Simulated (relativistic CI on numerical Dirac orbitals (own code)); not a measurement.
## Electric-dipole transitions in Hf5+

Computed by Dirac-Coulomb-Breit CI, KLI orbitals optimised for each configuration, a model potential for QED, valence Slater integrals scaled by 0.85, P86 correlation energy added to each configuration (own radial code, finite nucleus).

Configurations in the expansion (outside the closed core [Kr] 4d10): 4f13 5s2 5p6, 4f14 5s2 5p5, 4f13 5s2 5p5 5d, 4f12 5s2 5p6 5d, 4f12 5s2 5p6 6s, 4f13 5s2 5p5 5f, 4f13 5s 5p6 5d, 4f12 5s2 5p6 6p, 4f13 5s2 5p5 5g, 4f13 5s2 5p5 6s, 4f14 5s 5p6, 4f12 5s2 5p6 6d, 4f13 5s2 5p5 6p, 4f12 5s2 5p6 7s. Double excitations out of closed p, d and f shells are left out; levels of such configurations are missing from the list, as are those of other unlisted configurations, and high levels can miss mixing partners.

```tsv
λ vac (Å)	Lower	Upper	A (s⁻¹)	log gf	S velocity/length
291.36	4f13 5s2 5p6 2F°_7/2 [1]	4f13 5s2 5p5 5d 4F_7/2 [198]	3.40e+10	0.54	0.54
294.36	4f13 5s2 5p6 2F°_7/2 [1]	4f13 5s2 5p5 5d 2H_9/2 [197]	3.10e+10	0.61	0.56
294.57	4f13 5s2 5p6 2F°_7/2 [1]	4f13 5s2 5p5 5d 2D_5/2 [196]	2.63e+10	0.31	0.52
294.92	4f13 5s2 5p6 2F°_7/2 [1]	4f12 5s2 5p6 6s 4P_5/2 [194]	1.33e+09	-0.98	0.53
300.99	4f13 5s2 5p6 2F°_7/2 [1]	4f13 5s2 5p5 5d 2H_9/2 [193]	1.16e+09	-0.80	0.53
302.86	4f13 5s2 5p6 2F°_7/2 [1]	4f12 5s2 5p6 6s 2G_9/2 [190]	5.79e+08	-1.10	0.55
303.14	4f13 5s2 5p6 2F°_5/2 [2]	4f13 5s2 5p5 5d 4F_7/2 [198]	2.45e+09	-0.57	0.56
309.31	4f13 5s2 5p6 2F°_7/2 [1]	4f13 5s2 5p5 5d 2D_5/2 [184]	1.54e+09	-0.88	0.62
313.36	4f13 5s2 5p6 2F°_7/2 [1]	4f13 5s2 5p5 5d 2F_7/2 [172]	8.83e+08	-0.98	0.57
313.49	4f13 5s2 5p6 2F°_7/2 [1]	4f13 5s2 5p5 5d 2G_9/2 [171]	5.35e+08	-1.10	0.58
394.58	4f13 5s2 5p6 2F°_7/2 [1]	4f12 5s2 5p6 5d 2G_9/2 [79]	6.37e+08	-0.83	0.21
401.43	4f13 5s2 5p6 2F°_7/2 [1]	4f12 5s2 5p6 5d 2G_9/2 [72]	2.55e+08	-1.21	0.24
401.79	4f13 5s2 5p6 2F°_5/2 [2]	4f12 5s2 5p6 5d 2D_5/2 [89]	4.33e+08	-1.20	0.30
405.25	4f13 5s2 5p6 2F°_5/2 [2]	4f12 5s2 5p6 5d 2G_7/2 [86]	1.23e+09	-0.61	0.25
408.81	4f13 5s2 5p6 2F°_7/2 [1]	4f12 5s2 5p6 5d 2G_7/2 [67]	3.26e+08	-1.18	0.34
412.11	4f13 5s2 5p6 2F°_7/2 [1]	4f12 5s2 5p6 5d 2D_5/2 [64]	6.10e+08	-1.03	0.26
416.93	4f13 5s2 5p6 2F°_7/2 [1]	4f12 5s2 5p6 5d 2F_7/2 [55]	7.36e+08	-0.81	0.37
419.05	4f13 5s2 5p6 2F°_5/2 [2]	4f12 5s2 5p6 5d 2F_5/2 [78]	1.55e+09	-0.61	0.37
419.94	4f13 5s2 5p6 2F°_7/2 [1]	4f12 5s2 5p6 5d 2G_7/2 [53]	6.35e+08	-0.87	0.36
424.38	4f13 5s2 5p6 2F°_7/2 [1]	4f12 5s2 5p6 5d 4F_7/2 [47]	3.62e+08	-1.11	0.40
432.39	4f13 5s2 5p6 2F°_5/2 [2]	4f12 5s2 5p6 5d 2G_7/2 [67]	3.32e+08	-1.13	0.40
442.11	4f13 5s2 5p6 2F°_7/2 [1]	4f12 5s2 5p6 5d 2G_9/2 [27]	2.68e+08	-1.10	0.41
451.19	4f14 5s2 5p5 2P°_3/2 [3]	4f13 5s2 5p5 5d 2D_5/2 [196]	2.21e+09	-0.39	1.06
479.39	4f14 5s2 5p5 2P°_3/2 [3]	4f13 5s2 5p5 5d 2S_1/2 [186]	2.32e+09	-0.80	0.80
483.67	4f14 5s2 5p5 2P°_3/2 [3]	4f13 5s2 5p5 5d 2P_3/2 [185]	6.24e+09	-0.06	0.93
486.71	4f14 5s2 5p5 2P°_3/2 [3]	4f13 5s2 5p5 5d 2D_5/2 [184]	1.90e+09	-0.39	1.21
487.96	4f14 5s2 5p5 2P°_3/2 [3]	4f12 5s2 5p6 6s 2F_5/2 [182]	8.07e+08	-0.76	1.18
490.55	4f14 5s2 5p5 2P°_3/2 [3]	4f13 5s2 5p5 5d 2F_5/2 [178]	4.03e+08	-1.06	1.24
503.02	4f14 5s2 5p5 2P°_3/2 [3]	4f13 5s2 5p5 5d 2D_5/2 [168]	4.19e+08	-1.02	1.47
505.36	4f14 5s2 5p5 2P°_3/2 [3]	4f13 5s2 5p5 5d 4F_5/2 [164]	4.40e+08	-1.00	1.41
```

Terms are leading LS components. Brackets give the number of a level in order of energy, since labels repeat. The list gives strong lines, with weight on those to low levels, among the lowest 200 of 888 levels, so that lines to higher ones, which can be the strongest, are missing. Levels whose partners in the same complex of configurations lie outside the list can be far off, and so can their lines. Rates are taken at the computed energies, electric ones in the length gauge. A velocity-to-length ratio far from 1 marks an uncertain rate.

At this charge configurations can still be misplaced by up to about 7 % of their energy. Levels and lines within the n = 5 or 6 shells can be off by up to 10 % or somewhat more, and those that change n by about 2 %, since core polarisation is missing. 6 of the 49 excited levels that our extract of the measured tables holds in this range could be paired (the sources list more); they are missed by 13448 cm⁻¹ on average and 21896 at most, and levels without a partner can miss by more. Levels that differ in their count of f electrons can be misplaced by several ten thousand cm⁻¹, since the correlation energy of f electrons is missing or only estimated; rates across such gaps can be off by orders of magnitude.

LS names give the leading component of a level, which can be under half, so a name can repeat, a term be missing and a line seem to break the LS rules.
